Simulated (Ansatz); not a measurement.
One change: `O=CC(O)[SiH3]` becomes `O=CC(O)[SiH2]O`.

Ansatz, PBE0-D4/def2-TZVP geometries, multiplicity 1. Each molecule was computed in one conformer, which needn't be the lowest.

```json
{"property": "HOMO energy (PBE0/def2-TZVPP) / eV", "`O=CC(O)[SiH3]`": "-7.82"}
{"property": "HOMO–LUMO gap (ωB97M-V/def2-TZVPP) / eV", "`O=CC(O)[SiH3]`": "11.14"}
{"property": "HOMO energy (B3LYP/def2-TZVPP) / eV", "`O=CC(O)[SiH3]`": "-7.60"}
{"property": "HOMO–LUMO gap (PBE/def2-TZVPP) / eV", "`O=CC(O)[SiH3]`": "4.08"}
{"property": "LUMO energy (PBE0/def2-TZVPP) / eV", "`O=CC(O)[SiH3]`": "-1.18"}
{"property": "LUMO energy (PBE/def2-TZVPP) / eV", "`O=CC(O)[SiH3]`": "-2.27"}
```

Problem. Give the same properties after the change, and the shifts. (Estimate.)

Solution. Ansatz gave: 
| property | `O=CC(O)[SiH2]O` | shift |
| --- | --- | --- |
| HOMO energy (PBE0/def2-TZVPP) / eV | -7.80 | 0.02 |
| HOMO–LUMO gap (ωB97M-V/def2-TZVPP) / eV | 11.04 | -0.10 |
| HOMO energy (B3LYP/def2-TZVPP) / eV | -7.59 | 0.01 |
| HOMO–LUMO gap (PBE/def2-TZVPP) / eV | 4.05 | -0.03 |
| LUMO energy (PBE0/def2-TZVPP) / eV | -1.22 | -0.04 |
| LUMO energy (PBE/def2-TZVPP) / eV | -2.28 | -0.01 |

B3LYP here is the variant with VWN-RPA as its local correlation; programs differ in this.
